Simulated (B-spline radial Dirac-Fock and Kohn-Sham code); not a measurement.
# What relativity does to the binding energies of Xe

System: the Xe atom, 1s2 2s2 2p6 3s2 3p6 3d10 4s2 4p6 4d10 5s2 5p6.

Both columns are ΔSCF binding energies of the configuration average from a B-spline atomic structure program: non-relativistic Hartree-Fock with a point nucleus, and Dirac-Fock with a finite nucleus and the Coulomb interaction alone, averaged over the two j levels with weights 2j+1.

| shell | Hartree-Fock (eV) | Dirac-Fock (eV) | shift (eV) | shift (%) |
| --- | --- | --- | --- | --- |
| 1s | 33252.7 | 34686.9 | +1434.17 | +4.31 |
| 2s | 5116.8 | 5472.0 | +355.22 | +6.94 |
| 2p | 4799.0 | 4904.1 | +105.12 | +2.19 |
| 3s | 1077.3 | 1153.6 | +76.36 | +7.09 |
| 3p | 942.0 | 965.5 | +23.52 | +2.50 |
| 3d | 692.6 | 681.9 | -10.70 | -1.55 |
| 4s | 207.7 | 223.0 | +15.31 | +7.37 |
| 4p | 157.7 | 161.1 | +3.41 | +2.17 |
| 4d | 70.31 | 67.26 | -3.05 | -4.34 |
| 5s | 24.76 | 26.47 | +1.71 | +6.91 |
| 5p | 11.69 | 11.67 | -0.01 | -0.12 |

Relativity binds 1s, 2s, 2p, 3s, 3p, 4s, 4p, 5s more strongly, among those listed most of all 4s in relative terms, and 3d, 4d, 5p more weakly.

Values without a named source are computed, but for edge energies of neutral atoms, which are taken from tables.
